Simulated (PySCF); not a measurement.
C2H6N, SMILES CC[NH], multiplicity 2. Atoms are numbered in the order given.

```xyz
9

C      0.2020     1.2148     0.0000
C     -0.4971    -0.1357     0.0000
N      0.4376    -1.2278     0.0000
H     -0.5225     2.0313     0.0000
H      0.8359     1.3152    -0.8821
H      0.8359     1.3152     0.8821
H     -1.1672    -0.2228     0.8720
H     -1.1672    -0.2228    -0.8720
H     -0.1080    -2.0963     0.0000
```
Charge 0, spin multiplicity 2.

Geometry: B3LYP-D3(BJ)/def2-TZVP. The isomer is the one that the SMILES or the coordinates give; other isomers of the formula were not compared. One conformer was computed; it need not be the lowest.

All values below come from PBE/def2-TZVPD (PySCF).

Mulliken values depend strongly on the basis, most of all with diffuse functions as here. ESP charges are fitted to the potential on shells at 1.4 to 2.0 van der Waals radii. Atomic charges (e):

```json
[
 {"atom": "C1", "meta-Löwdin": "-0.36", "ESP fit": "?", "Mulliken spin": "-0.02"},
 {"atom": "C2", "meta-Löwdin": "-0.11", "ESP fit": "0.65", "Mulliken spin": "0.00"},
 {"atom": "N3", "meta-Löwdin": "-0.34", "ESP fit": "?", "Mulliken spin": "0.93"},
 {"atom": "H4", "meta-Löwdin": "0.12", "ESP fit": "?", "Mulliken spin": "0.00"},
 {"atom": "H5", "meta-Löwdin": "0.12", "ESP fit": "?", "Mulliken spin": "0.00"},
 {"atom": "H6", "meta-Löwdin": "0.12", "ESP fit": "?", "Mulliken spin": "0.00"},
 {"atom": "H7", "meta-Löwdin": "0.12", "ESP fit": "-0.07", "Mulliken spin": "0.06"},
 {"atom": "H8", "meta-Löwdin": "0.12", "ESP fit": "-0.07", "Mulliken spin": "0.06"},
 {"atom": "H9", "meta-Löwdin": "0.20", "ESP fit": "0.28", "Mulliken spin": "-0.02"}
]
```

Q: Some entries are withheld; supply them. (Estimate from the structure and the level; the computed values follow.)

A: 
- C1, ESP fit: -0.52
- N3, ESP fit: -0.63
- H4, ESP fit: 0.09
- H5, ESP fit: 0.14
- H6, ESP fit: 0.14
